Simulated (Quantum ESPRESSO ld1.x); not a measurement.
Species: I50+. Configuration: [He] 2s1. Method: scalar-relativistic Kohn-Sham, LDA (Slater exchange, VWN5 correlation), spin-polarised, spherical densities, point nucleus; open shells are filled with parallel spins first; computed with ld1.x of Quantum ESPRESSO 7.5.

Unscreened Slater integrals over Kohn-Sham orbitals (eV). They are taken over the spin-up orbitals. Empty in this configuration: 2p, 3s.

| integral | value |
|---|---|
| F0(3s,3s) | 96.618 |
| F0(3s,2p) | 126.11 |
| G1(3s,2p) | 13.677 |
| F0(3s,2s) | 122.95 |
| G0(3s,2s) | 10.939 |
| F0(3s,1s) | 145.80 |
| G0(3s,1s) | 8.3556 |
| F0(2p,2p) | 261.04 |
| F2(2p,2p) | 125.16 |
| F0(2p,2s) | 237.65 |
| G1(2p,2s) | 132.62 |
| F0(2p,1s) | 351.75 |
| G1(2p,1s) | 71.245 |
| F0(2s,2s) | 223.24 |
| F0(2s,1s) | 313.72 |
| G0(2s,1s) | 32.696 |
| F0(1s,1s) | 947.39 |
